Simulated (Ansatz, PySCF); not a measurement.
This PySCF input computes a PBE0/def2-TZVPD energy:

```python
from pyscf import gto, scf, dft

mol = gto.M(
    atom='''
    Al   -0.00000000   -0.00000000   -0.00000000
    O     1.08387014    0.23684392   -1.15591815
    H     1.97421996    0.32657496   -1.49885011
    O    -1.08387014   -0.23684392    1.15591815
    H    -1.97421996   -0.32657496    1.49885011
    ''',
    basis='def2-tzvpd',
    charge=1,
    spin=0,
    verbose=4,
)

mf = dft.RKS(mol, xc='pbe0').density_fit(auxbasis='def2-universal-jkfit')
mf.grids.level = 3
mf.conv_tol = 1e-9
mf.max_cycle = 100
mf.max_memory = 1500
mf.kernel()
if not mf.converged:
    mf = mf.newton()
    mf.kernel(mf.make_rdm1())
mf.analyze()
```

Q: Write an input for the same energy in Ansatz (a quantum-chemistry and plane-wave program) and say what it gives.

A: 
Ansatz 0.2 input:
```yaml
crystal:
  periodic: [false, false, false]
  atoms:
    - {symbol: Al, position_ang: [-0.00000000, -0.00000000, -0.00000000]}
    - {symbol: O, position_ang: [1.08387014, 0.23684392, -1.15591815]}
    - {symbol: H, position_ang: [1.97421996, 0.32657496, -1.49885011]}
    - {symbol: O, position_ang: [-1.08387014, -0.23684392, 1.15591815]}
    - {symbol: H, position_ang: [-1.97421996, -0.32657496, 1.49885011]}
basis:
  gaussian:
    orbitals: def2-TZVPD
hamiltonian:
  xc: {name: PBE0}
total_charge: 1
output: {forces: true}
```
It gives -393.68283 Eh, and PySCF -393.68286 Eh, a difference of 0.03 mEh, from the treatment of integrals and grids.

It need not be the lowest isomer of its formula.
